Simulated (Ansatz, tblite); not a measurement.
Isomers of Zn2Te (singlet), found by a short tight-binding search and relaxed with PBE-D4/def2-TZVP in Ansatz.

In the def2 sets Te takes a core potential; there is no spin–orbit coupling. The xTB rows come from tblite. Correlated methods freeze 22 core orbitals; core or outer-core shells of Te are correlated, in sets that lack core-valence functions.

Run but left out: HF/def2-TZVPP (A: restricted singlet, unstable towards broken spin symmetry).

A: The restricted singlet is unstable towards broken spin symmetry in Hartree–Fock (as tested in another run); at LDA (SPW92)/def2-TZVP, PBE-D4/def2-TZVP, r2SCAN-D4/def2-TZVP, B97M-V/def2-TZVP and others this wasn't settled. At CCSD(T)/def2-TZVPP T1 of the charge 0 singlet is large (up to 0.021), so the single-reference result is doubtful. At CCSD(T)/def2-TZVPP the restricted singlet (for correlated methods, its reference) is unstable: a solution with broken spin symmetry lies lower. B: At CCSD(T)/def2-TZVPP the restricted singlet (for correlated methods, its reference) is unstable: a solution with broken spin symmetry lies lower.

Other spin states were run for one of them alone.

For B, a triplet lies 0.16 eV below this singlet at PBE0-D4/def2-TZVP. The order below holds within this spin alone and isn't that of the ground states.

A:

```xyz
3

Zn   -0.530   -0.991    0.907
Zn    1.230   -0.362   -0.663
Te   -0.700    1.353   -0.244
```

B:

```
atom   x (Å)   y (Å)   z (Å)
 Zn1   0.067   1.715   1.884
 Zn2  -0.069  -1.713  -1.887
 Te3   0.003  -0.002   0.003
```

**Question.** Estimate which lies lowest at each level, and how far above it the others are (kcal/mol).

**Answer.** 
```tsv
level	A	B
GFN1-xTB	29.6	0.0
GFN2-xTB	23.6	0.0
LDA (SPW92)/def2-TZVP	1.2	0.0
PBE-D4/def2-TZVP	4.0	0.0
r2SCAN-D4/def2-TZVP	0.7	0.0
B97M-V/def2-TZVP	2.2	0.0
PBE0-D4/def2-TZVP	1.4	0.0
MP2/def2-TZVPP	3.9	0.0
CCSD/def2-TZVPP	0.7	0.0
CCSD(T)/def2-TZVPP	0.4	0.0
```
Point groups (tolerance 0.1 Å): A C2v, B D∞h. Lower isomers may exist.
